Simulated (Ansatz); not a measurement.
Abridged output of a molecular run in Ansatz:

```
Functional definition: HF
1437 factors; integrals over basis functions are off by at most 1.2e-3 eV
mean field evaluation 1: about -60207.6758 eV, gradient 5.6e1 eV
mean field evaluation 2: about -60207.8466 eV, gradient 5.6e1 eV
mean field evaluation 4: about -60213.2625 eV, gradient 3.7e0 eV
mean field evaluation 8: about -60213.3262 eV, gradient 4.1e-1 eV
mean field -60213.32691481 eV, -2212.7989500606 hartree, gradient 5.6e-6 eV, S^2 0.000000; 0 other end points of the search recorded, 0 dependent functions left out
13 core orbitals not correlated: weight in the atoms' cores, before any rotation towards them, 1.000 or more for the frozen orbitals, at most 0.000 for the correlated occupied ones
reference -60213.32691481 eV, -2212.7989500606 hartree; 20, 20 occupied and 195, 195 virtual orbitals, 1437 factors
second order -30.83755393 eV of doubles, -0.00000000 eV of singles
cycle   1  -30.06692376 eV  change    7.7e-1 eV  update   1.3e-1
cycle   2  -30.83245875 eV  change   -7.7e-1 eV  update   4.0e-2
cycle   3  -31.00289444 eV  change   -1.7e-1 eV  update   2.0e-2
cycle   4  -30.98522706 eV  change    1.8e-2 eV  update   5.3e-3
cycle   5  -30.98011815 eV  change    5.1e-3 eV  update   2.4e-3
cycle   6  -30.98190754 eV  change   -1.8e-3 eV  update   7.9e-4
cycle   7  -30.98170016 eV  change    2.1e-4 eV  update   2.7e-4
cycle   8  -30.98148884 eV  change    2.1e-4 eV  update   9.9e-5
cycle   9  -30.98150052 eV  change   -1.2e-5 eV  update   4.1e-5
perturbative correction -1.13268835 eV, -0.0416255290 hartree
Total energy: -60245.44110369 eV, -2213.9791247338 hartree
```

Its atoms:

```xyz
9

O     0.0384    0.8424    1.8165
C    -0.6407    0.0511    0.8664
Ga    0.4287   -0.1014   -0.7894
O     0.6257   -1.2192   -2.1504
F     1.4778    1.3066   -0.9554
H     0.4135    1.6119    1.3785
H    -1.6333    0.4547    0.6236
H    -0.7992   -0.9332    1.3112
H     0.0891   -2.0129   -2.1009
```

Which basis set was used?
A. def2-SVP
B. def2-TZVPP
C. cc-pV(D+d)Z
D. cc-pV(Q+d)Z

B. It gives 228 functions.

Write the keys of the input that set method, charge and spin (a neutral closed shell needs none for the last two).


```yaml
correlation: {method: ccsd_t}
```
